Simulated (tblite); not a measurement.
Input of a run (GFN2-xTB geometry optimisation, gas phase (tblite 0.8.0)), started from a force field or distance geometry:
```
{"job": {"kind": "relax", "xc": "GFN2-xTB", "basis": "xTB"}, "charge": -1, "multiplicity": 1}
C     -1.734200    -0.983900    -0.902600
C     -1.104600     0.218300    -0.227200
C     -1.771800     0.597200     1.061600
C      0.322600    -0.099800     0.098800
P      1.456400    -1.057000     0.947800
C      3.124900    -0.308900     0.386500
C      3.151000     0.731600    -0.474000
P      1.458600     0.948800    -0.714500
H     -0.975300    -1.784200    -0.962000
H     -2.151400    -0.727100    -1.903600
H     -2.604700    -1.382000    -0.333600
H     -1.196200     1.060500    -0.924700
H     -1.145000     1.183800     1.757400
H     -2.622300     1.282100     0.801200
H     -2.128300    -0.317200     1.564600
H      4.040700    -0.733200     0.792300
H      3.872700     1.383300    -0.978000
```

Output (eV, eV/Å):
```
step      E/eV     max force
  0    -613.98335    6.783
  1    -614.90404    3.755
  2    -615.72853    1.977
  3    -615.91492    1.513
  4    -616.09944    1.131
  5    -616.16056    0.779
  6    -616.21188    0.620
  7    -616.25260    0.582
  8    -616.28973    0.571
  9    -616.30770    0.381
 10    -616.31952    0.372
 11    -616.33046    0.316
 12    -616.34254    0.443
 13    -616.35595    0.391
 14    -616.37034    0.322
 15    -616.38630    0.325
 16    -616.40539    0.379
 17    -616.42761    0.410
 18    -616.44661    0.314
 19    -616.45789    0.249
 20    -616.46694    0.217
 21    -616.47193    0.157
 22    -616.47493    0.136
 23    -616.47799    0.142
 24    -616.48090    0.134
 25    -616.48392    0.134
 26    -616.48692    0.144
 27    -616.48997    0.154
 28    -616.49334    0.141
 29    -616.49736    0.168
 30    -616.50237    0.188
 31    -616.50876    0.184
 32    -616.51639    0.210
 33    -616.52471    0.236
 34    -616.53359    0.250
 35    -616.54326    0.174
 36    -616.54885    0.424
 37    -616.55712    0.254
 38    -616.56244    0.203
 39    -616.56729    0.160
 40    -616.57317    0.135
 41    -616.57777    0.192
 42    -616.58172    0.188
 43    -616.58499    0.225
 44    -616.58836    0.127
 45    -616.59159    0.087
 46    -616.59358    0.121
 47    -616.59464    0.127
 48    -616.59723    0.130
 49    -616.60040    0.115
 50    -616.60365    0.131
 51    -616.60600    0.132
 52    -616.60856    0.140
 53    -616.61111    0.132
 54    -616.61634    0.142
 55    -616.61985    0.133
 56    -616.62338    0.127
 57    -616.62691    0.116
 58    -616.63080    0.136
 59    -616.63188    0.219
 60    -616.63504    0.097
 61    -616.63591    0.083
 62    -616.63739    0.069
 63    -616.63856    0.075
 64    -616.64065    0.092
 65    -616.64208    0.089
 66    -616.64314    0.068
 67    -616.64387    0.054
 68    -616.64460    0.043
 69    -616.64508    0.037
 70    -616.64531    0.026
 71    -616.64544    0.026
 72    -616.64557    0.024
 73    -616.64571    0.025
 74    -616.64587    0.021
 75    -616.64600    0.023
 76    -616.64609    0.020
 77    -616.64616    0.016
 78    -616.64620    0.016
 79    -616.64624    0.010
 80    -616.64626    0.007
```

Problem. Summarise the run.

Solution. The energy falls by 2.663 eV over 80 L-BFGS steps, the largest force on an atom goes from 6.78 to 0.007 eV/Å, and the atoms move by 0.518 Å rms after alignment. The bond that changes most is P5–C6 (ends: phosphorus bonded to 2 C; aromatic CH carbon), which shortens by 0.170 Å. Bonds longer at the end by more than 0.005 Å: 6 of 17; shorter: 9. Among the angles that change most is C2–C4–P5, from 149.2° to 122.2°. Among the dihedrals that turn most is H10–C1–C2–C4, from -123° to -59°. The energy never rose by more than 1e-5 eV on the way. The first step brought 35 % of the lowering.

Problem. What are the final bond lengths?

Solution. C1–C2 1.528 Å, C2–C3 1.528 Å, C2–C4 1.507 Å, C4–P5 1.743 Å, P5–C6 1.743 Å, C6–C7 1.367 Å, C7–P8 1.743 Å, C4–P8 1.740 Å, C1–H9 1.089 Å, C1–H10 1.089 Å, C1–H11 1.092 Å, C2–H12 1.100 Å, C3–H13 1.089 Å, C3–H14 1.092 Å, C3–H15 1.089 Å, C6–H16 1.086 Å, C7–H17 1.085 Å. Numbering counts from 1 in the input's order; the species is `CC(C)C1=PC=C[P-]1`.

Time: 0.65 s of wall time. Hardware: one thread, Arm Neoverse V1 (aarch64), on a shared host.

Its GFN2-xTB frequencies are all real (lowest 28 cm⁻¹). 2 starts were optimised and ended at 0.00 and 0.06 kcal/mol (GFN2-xTB); the lowest of these is shown.

One conformer stands for the species.

The numbers are calculated, not measured.
